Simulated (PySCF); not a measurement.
SMILES C(OC)(=O)c1cc(ccc1)C (C9H10O2) (GFN2-xTB optimised geometry):

```
21

C      1.426    -3.540    -0.007
O      0.686    -2.330    -0.005
C      1.414    -1.201     0.000
O      2.622    -1.201     0.000
C      0.575     0.020     0.000
C     -0.814    -0.039     0.037
C     -1.542     1.137     0.036
C     -0.896     2.360    -0.002
C      0.494     2.435    -0.039
C      1.178     3.767    -0.079
C      1.219     1.255    -0.037
H      1.994    -3.639     0.921
H      0.698    -4.343    -0.095
H      2.123    -3.558    -0.847
H     -1.310    -0.996     0.066
H     -2.622     1.101     0.065
H     -1.474     3.273    -0.002
H      2.256     3.647    -0.143
H      0.838     4.343    -0.938
H      0.943     4.339     0.818
H      2.298     1.268    -0.064
```

Calculation: B3LYP/def2-SVP in PySCF.

What are the frontier orbital energies and the dipole moment?

HOMO-2 -7.54 eV, HOMO-1 -7.17 eV, HOMO -6.92 eV, LUMO -1.31 eV, LUMO+1 -0.22 eV; dipole moment 1.68 D.

Meta-Löwdin charges at B3LYP/def2-SVP: C1 -0.07, O2 -0.34, C3 0.49, O4 -0.46, C5 -0.04, C6 -0.09, C7 -0.10, C8 -0.10, C9 0.03, C10 -0.29, C11 -0.10, H12 0.11, H13 0.11, H14 0.11, H15 0.12, H16 0.10, H17 0.10, H18 0.10, H19 0.11, H20 0.11, H21 0.11.
